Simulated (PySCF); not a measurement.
F6Mo, SMILES [F][Mo]([F])([F])([F])([F])[F] (connectivity only; charge and spin as stated), charge -1, multiplicity 2.

Coordinates come from a B3LYP-D3(BJ)/def2-SVPD optimisation. A frequency run showed that this geometry is not a minimum. The multiplicity is an assumed one; no other spin state was optimised. The isomer is the one that the SMILES or the coordinates give; other isomers of the formula were not compared. The def2 effective core potentials stand for the cores of Mo; spin–orbit coupling is left out.

Level of theory: PySCF 2.14.0 with B3LYP-D3(BJ)/def2-SVPD.

Frequencies are harmonic and unscaled.

Modes within 1.5 cm⁻¹ of each other (mostly degenerate sets) share a row, with their intensities summed.

Computed normal modes with their intensities:
| mode | ν (cm⁻¹) | IR (km/mol) | moving atoms (share of kinetic energy) |
|---|---|---|---|
| 1–2 | 291i | 0.0 | F 100 % |
| 3 | 114 | 0.0 | F 100 % |
| 4–5 | 163 | 4.6 | F 99 % |
| 6 | 222 | 0.0 | F 100 % |
| 7 | 230 | 35.4 | F 75 %, Mo 25 % |
| 8–9 | 272 | 28.0 | F 79 %, Mo 21 % |
| 10 | 557 | 0.0 | F 100 % |
| 11 | 563 | 0.0 | F 100 % |
| 12–13 | 626 | 731.9 | F 68 %, Mo 32 % |
| 14–15 | 663 | 377.0 | F 100 % |
